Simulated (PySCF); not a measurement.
**Hg: excitation energy**

Hg [Xe] 4f14 5d10 6s2 (1S) → Hg [Xe] 4f14 5d10 6s1 6p1 (3P), as a difference of total energies. Computed with PySCF 2.14 in def2-TZVPPD with the def2 core potential (60 electrons), with a scalar-relativistic core potential. Correlated levels: valence and next inner shell: nothing frozen outside the core potential. The calculations carry no spin-orbit coupling.

```json
{"method": "UHF", "excitation energy (eV)": "3.731"}
{"method": "MP2 (valence and next inner shell)", "excitation energy (eV)": "5.478"}
{"method": "SCS-MP2 (valence and next inner shell)", "excitation energy (eV)": "5.465"}
{"method": "CCSD (valence and next inner shell)", "excitation energy (eV)": "5.103"}
{"method": "CCSD(T) (valence and next inner shell)", "excitation energy (eV)": "5.219"}
```

Question: How much does correlation contribute at CCSD(T) (valence and next inner shell)?

Answer: 5.219 − (3.731) = 1.488 eV, measured against UHF.
